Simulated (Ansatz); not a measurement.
`C[O][Ge]([O]C)([O]C)[Si](Cl)(Cl)Cl`. Charge 0, multiplicity 1. The structure was optimised at the PBE0-D4/def2-TZVP level. It is one conformer, not always the lowest.

```xyz
20

C     0.692   -1.778    1.963
O     0.565   -0.389    1.724
Ge   -0.144    0.200    0.228
O     0.626   -0.764   -1.040
C     0.203   -0.637   -2.382
O     0.261    1.905    0.089
C     1.608    2.320    0.227
Si   -2.529    0.072    0.151
Cl   -3.273    1.095   -1.446
Cl   -3.057   -1.893   -0.031
Cl   -3.341    0.815    1.860
H     1.295   -1.901    2.864
H     1.187   -2.290    1.133
H    -0.283   -2.249    2.136
H     0.246    0.400   -2.732
H    -0.818   -1.011   -2.527
H     0.874   -1.237   -3.000
H     2.257    1.845   -0.517
H     1.996    2.096    1.225
H     1.635    3.401    0.073
```

Q: What is the dipole moment at B3LYP/def2-TZVPP? (Best estimate.)

A: Ansatz gave: 1.40 D, with components (0.92, -0.66, -0.82) D in this frame, pointing from negative to positive charge.

Q: And with PBE, r2SCAN, ωB97M-V? (Estimate.)

A: Computed: PBE 1.35 D, r2SCAN 1.38 D, ωB97M-V 1.36 D.

Q: Give the Mulliken charges with B3LYP, r2SCAN, ωB97M-V in def2-TZVPP. (Estimate.)

A: The calculation gave: 
```json
{"atom": "C1", "B3LYP": "-0.13", "r2SCAN": "0.00", "ωB97M-V": "-0.18"}
{"atom": "O2", "B3LYP": "-0.41", "r2SCAN": "-0.40", "ωB97M-V": "-0.39"}
{"atom": "Ge3", "B3LYP": "0.74", "r2SCAN": "0.69", "ωB97M-V": "0.64"}
{"atom": "O4", "B3LYP": "-0.41", "r2SCAN": "-0.40", "ωB97M-V": "-0.39"}
{"atom": "C5", "B3LYP": "-0.13", "r2SCAN": "0.00", "ωB97M-V": "-0.19"}
{"atom": "O6", "B3LYP": "-0.42", "r2SCAN": "-0.41", "ωB97M-V": "-0.40"}
{"atom": "C7", "B3LYP": "-0.15", "r2SCAN": "-0.01", "ωB97M-V": "-0.20"}
{"atom": "Si8", "B3LYP": "0.52", "r2SCAN": "0.54", "ωB97M-V": "0.46"}
{"atom": "Cl9", "B3LYP": "-0.19", "r2SCAN": "-0.19", "ωB97M-V": "-0.15"}
{"atom": "Cl10", "B3LYP": "-0.19", "r2SCAN": "-0.20", "ωB97M-V": "-0.15"}
{"atom": "Cl11", "B3LYP": "-0.17", "r2SCAN": "-0.18", "ωB97M-V": "-0.14"}
{"atom": "H12", "B3LYP": "0.11", "r2SCAN": "0.06", "ωB97M-V": "0.12"}
{"atom": "H13", "B3LYP": "0.11", "r2SCAN": "0.08", "ωB97M-V": "0.13"}
{"atom": "H14", "B3LYP": "0.09", "r2SCAN": "0.05", "ωB97M-V": "0.10"}
{"atom": "H15", "B3LYP": "0.11", "r2SCAN": "0.07", "ωB97M-V": "0.13"}
{"atom": "H16", "B3LYP": "0.09", "r2SCAN": "0.05", "ωB97M-V": "0.10"}
{"atom": "H17", "B3LYP": "0.11", "r2SCAN": "0.06", "ωB97M-V": "0.13"}
{"atom": "H18", "B3LYP": "0.10", "r2SCAN": "0.06", "ωB97M-V": "0.12"}
{"atom": "H19", "B3LYP": "0.12", "r2SCAN": "0.08", "ωB97M-V": "0.13"}
{"atom": "H20", "B3LYP": "0.11", "r2SCAN": "0.06", "ωB97M-V": "0.13"}
```

B3LYP here is the variant with VWN-RPA as its local correlation; programs differ in this.
